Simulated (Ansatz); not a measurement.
H4Si2 (SMILES [SiH][SiH3]), singlet, at a GFN2-xTB geometry; Ansatz (a quantum-chemistry and plane-wave program) with PBE0/def2-SVP.

Input for Ansatz:
Ansatz 0.2 input:
```yaml
crystal:
  periodic: [false, false, false]
  atoms:
    - {symbol: Si, position_ang: [-0.28890628, 0.94648061, 0.77145085]}
    - {symbol: H, position_ang: [0.38260808, 2.12232723, 0.12965429]}
    - {symbol: Si, position_ang: [0.20732861, -0.80767768, -0.59742707]}
    - {symbol: H, position_ang: [0.99631510, -0.86130348, -1.84096251]}
    - {symbol: H, position_ang: [-1.09168725, -1.38838644, -0.98924045]}
    - {symbol: H, position_ang: [0.85485143, -1.81587820, 0.26421584]}
basis:
  gaussian:
    orbitals: def2-SVP
hamiltonian:
  xc: pbe0
accuracy: high
```

Output, abridged:

```
Functional definition: PBE0
1130 factors; integrals over basis functions are off by at most 3.5e-9 eV
mean field evaluation 1: about -15805.6183 eV, gradient 9.7e0 eV
mean field evaluation 2: about -15805.8818 eV, gradient 6.3e0 eV
mean field evaluation 4: about -15806.0618 eV, gradient 1.4e-1 eV
mean field evaluation 8: about -15806.0585 eV, gradient 1.3e-3 eV
mean field evaluation 16: about -15806.0585 eV, gradient 2.5e-8 eV
mean field -15806.05847181 eV, -580.8619351076 hartree, gradient 2.6e-8 eV, S^2 0.000000; 0 other end points of the search recorded, 0 dependent functions left out
reference -15806.05847409 eV, -580.8619351916 hartree; 16, 16 occupied and 40, 40 virtual orbitals, 1130 factors
Total energy: -15806.05847409 eV, -580.8619351916 hartree
```
